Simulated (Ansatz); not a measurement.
The inner images of a band of Cl2H2OSn + H2S (9 atoms, charge 0, multiplicity 1) are given out of order.

Computed with RKS BHLYP-D4/def2-SVP in Ansatz.

Initial state:

```xyz
9
Properties=species:S:1:pos:R:3
Sn -0.169 0.145 -0.053
O -0.155 -0.151 1.889
H -0.685 0.470 2.388
Cl 1.997 0.510 -0.794
H -1.139 1.484 -0.436
Cl -1.063 -1.754 -1.060
S 1.735 -2.763 1.347
H 0.628 -3.444 1.020
H 1.068 -1.934 2.165
```

Final state:

```xyz
9
Properties=species:S:1:pos:R:3
Sn 0.484 -0.414 -0.015
O -0.639 -0.350 2.323
H -1.543 -0.590 2.109
Cl 1.452 -0.663 -2.158
H 0.655 1.221 0.361
Cl -1.769 -0.981 -0.453
S 1.639 -2.131 1.192
H 2.294 -2.564 0.106
H -0.358 -0.966 3.001
```

Problem. Put them in order from the first end to the last, with their energies above the first end.
A.
```xyz
9
Properties=species:S:1:pos:R:3
Sn 0.329 -0.515 -0.294
O -0.340 -0.335 2.329
H -0.664 0.268 2.994
Cl 2.089 0.397 -1.564
H -0.630 0.837 0.004
Cl -1.051 -1.929 -1.574
S 1.588 -2.176 0.952
H 0.588 -3.069 0.887
H 0.308 -0.915 2.733
```
B.
```xyz
9
Properties=species:S:1:pos:R:3
Sn -0.027 -0.089 0.012
O -0.115 -0.228 1.995
H -0.669 0.411 2.441
Cl 2.057 0.491 -0.868
H -1.025 1.246 -0.299
Cl -1.068 -1.851 -1.138
S 1.573 -2.433 1.174
H 0.529 -3.252 0.994
H 0.960 -1.732 2.155
```
C.
```xyz
9
Properties=species:S:1:pos:R:3
Sn 0.539 -0.354 -0.106
O -0.550 -0.308 2.317
H -1.495 -0.400 2.426
Cl 1.596 -0.294 -2.216
H 0.383 1.269 0.306
Cl -1.475 -1.451 -0.611
S 1.902 -1.882 1.174
H 1.472 -2.932 0.458
H -0.157 -1.085 2.720
```
D.
```xyz
9
Properties=species:S:1:pos:R:3
Sn 0.090 -0.281 -0.047
O -0.047 -0.285 2.039
H -0.565 0.261 2.632
Cl 2.087 0.510 -0.993
H -0.948 1.058 -0.218
Cl -1.105 -1.936 -1.229
S 1.493 -2.263 1.161
H 0.518 -3.171 1.005
H 0.692 -1.331 2.119
```
E.
```xyz
9
Properties=species:S:1:pos:R:3
Sn 0.504 -0.431 -0.280
O -0.586 -0.477 2.288
H -1.138 -0.002 2.906
Cl 1.896 0.062 -2.116
H -0.044 1.088 0.191
Cl -1.228 -1.754 -1.136
S 1.829 -1.970 1.029
H 0.952 -2.956 0.782
H 0.031 -0.996 2.804
```

Solution. B (+10.4 kJ/mol), D (+52.3 kJ/mol), A (-47.7 kJ/mol), E (-62.0 kJ/mol), C (-75.8 kJ/mol).

Time of the run: 4.8 min on 4 threads of Arm Neoverse V1 (shared host), peak memory 0.33 GiB.
